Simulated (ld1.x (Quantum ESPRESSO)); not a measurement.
**Before and after: TM semilocal potential for Ne (Z = 10)**

* Element: neon (Ne)
* Generator: ld1.x (Quantum ESPRESSO) 7.5
* Type: norm-conserving Troullier–Martins (semilocal form)
* Functional: PBE
* Relativity: scalar-relativistic
* Frozen core: [He]
* Valence charge: 8
* Reference configuration: 2s2 2p5 (charge +1)
* Partial waves: 2s (bound): rc 0.55 bohr; 2p (bound): rc 0.90 bohr
* Local potential: the p channel
* Core correction: none

Change: wave 2p (bound): rc 0.90 bohr becomes 2p (bound): rc 0.70 bohr.

Cutoffs: the cutoffs (Ry, on a coarse ladder) from which the occupation-weighted sum of valence levels, in a spherical-Bessel basis at the reference potential, stays within 10 and 1 mRy of its value at 400 Ry; they do not see the model core or the augmentation charge, which bear on the density cutoff. Errors are all-electron minus pseudo energies relative to the spin-unpolarised reference configuration.

Problem. What does the change do?

Solution. Of the 6 tests that both files solve, the error grows in 2 and shrinks in 4 by more than 15 % and 0.3 meV (median size 10.4 → 6.6 meV); neither file shows a bound ghost. A semilocal file is local in each channel, so a ghost entry of none says nothing of the separable form that plane-wave codes build from it.

```csv
quantity,base,changed
"cutoff, loose",260 Ry,260 Ry
"cutoff, tight",over 300 Ry,over 300 Ry
loose cutoff by channel (10 mRy a level),"s 120 Ry, p 140 Ry","s 120 Ry, p 200 Ry"
bound ghosts,none,none
"error for 2s2 2p6, meV [ΔE -22.48 eV]",-2.1,+1.6
"error for 2s2 2p4, meV [ΔE 43.27 eV]",+0.5,-1.1
"error for 2s2 2p3, meV [ΔE 110.70 eV]",+56,+22
"error for 2s1 2p6, meV [ΔE 23.41 eV]",+19,+12
"error for 2s2 2p5.5, meV [ΔE -13.61 eV]",+0.3,+1.2
"error for 2s2 2p2, meV [ΔE 205.33 eV]",+312,+135
```
